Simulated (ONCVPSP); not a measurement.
Which setting gave this result? (C, ONCV)

Base potential:

```
Element                 : carbon
Generator               : ONCVPSP 4.0.1
Type                    : optimised norm-conserving Vanderbilt (ONCV)
Functional              : PBE
Relativity              : scalar-relativistic
Frozen core             : [He]
Valence charge          : 4
Reference configuration : 2s1.5 2p2.5
Partial waves           : 2s: rc 1.35 bohr, ncon 4, nbas 7, qcut 3.9 1/bohr, local; 2p: rc 2.60 bohr, ncon 4, nbas 8, qcut 4.2 1/bohr, 2 projectors, debl 3 Ha
Local potential         : the s channel
Core correction         : Teter function, fcfact 4, rcfact 1.25
```

Cutoffs, loose and tight: the cutoffs (Ha) at which the residual kinetic energy of the hardest occupied pseudo-wave falls to 1 and 0.1 mHa per electron. They do not see the model core or the augmentation charge, which bear on the density cutoff. Test errors are all-electron minus pseudo excitation energies from the reference, over the configurations 2s2 2p2; 2s2 2p1; 2s2 2p0; 2s0 2p4; variants that change the core or the reference have their own tests. The largest error is taken over the tests solved by every variant that gives reliable tests at all, those not shown here included: 2s2 2p0; 2s2 2p1; 2s2 2p2.

Only the scale of all radii but the core radius (base = 1) is moved:

| scale of all radii but the core radius (base = 1) | cutoff, loose | cutoff, tight | bound ghosts | largest test error (meV) |
| --- | --- | --- | --- | --- |
| 0.78 | 79 Ha | 104 Ha | none | +765 |
| 0.93 | 58 Ha | 75 Ha | none | +1165 |
| 1 | 49 Ha | 65 Ha | none | +1371 |
| 1.07 | 41 Ha | 57 Ha | none | +1584 |
| 1.14 | 23 Ha | 48 Ha | none | +1845 |
| 1.25 | 9.9 Ha | 39 Ha | none | +2185 |
| 1.33 | 7.0 Ha | 32 Ha | none | +2493 |

**Question.** One more run gave cutoff, loose: 71 Ha; cutoff, tight: 91 Ha; bound ghosts: none; largest test error (meV): +939. Which value of the scale of all radii but the core radius (base = 1) was used?

**Answer.** 0.85. The loose cutoff moves one way along this sweep, from 79 Ha at 0.78 to 7.0 Ha at 1.33, which places the run between 0.78 and 0.93.
